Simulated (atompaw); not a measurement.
An all-electron radial function and its pseudo partner (S)

Columns: radius, all-electron u(r) and pseudo u(r) of the 3p shell (level -7.01 eV) of sulfur in the configuration [Ne] 3s2 3p4; PBE, scalar-relativistic, PAW (atompaw) scheme, atompaw 4.2.0.5.

```
r (bohr)  all-electron  pseudo
   0.069       -0.0974  0.0043
   0.138       -0.2312  0.0169
   0.208       -0.3123  0.0380
   0.277       -0.3289  0.0662
   0.346       -0.2948  0.1011
   0.415       -0.2264  0.1416
   0.485       -0.1361  0.1875
   0.554       -0.0372  0.2362
   0.623        0.0639  0.2870
   0.692        0.1623  0.3388
   0.762        0.2560  0.3912
   0.831        0.3404  0.4415
   0.900        0.4159  0.4895
   0.969        0.4825  0.5344
   1.038        0.5402  0.5754
   1.108        0.5900  0.6124
   1.177        0.6305  0.6441
   1.246        0.6632  0.6708
   1.315        0.6886  0.6923
   1.385        0.7075  0.7091
   1.454        0.7203  0.7207
   1.523        0.7278  0.7278
   1.592        0.7306  0.7305
   1.662        0.7294  0.7294
   1.731        0.7247  0.7247
   1.800        0.7171  0.7171
```

Task: How many radial nodes do the two functions have?

Result: The all-electron 3p function has n − l − 1 = 1; the pseudo-wave has 0, since the states of the same l below it are removed with the core.

Task: Is the pseudo-wave norm-conserving?

Result: No, it belongs to a PAW set: the norm inside the radius is not constrained, and the difference is carried by the augmentation charge.
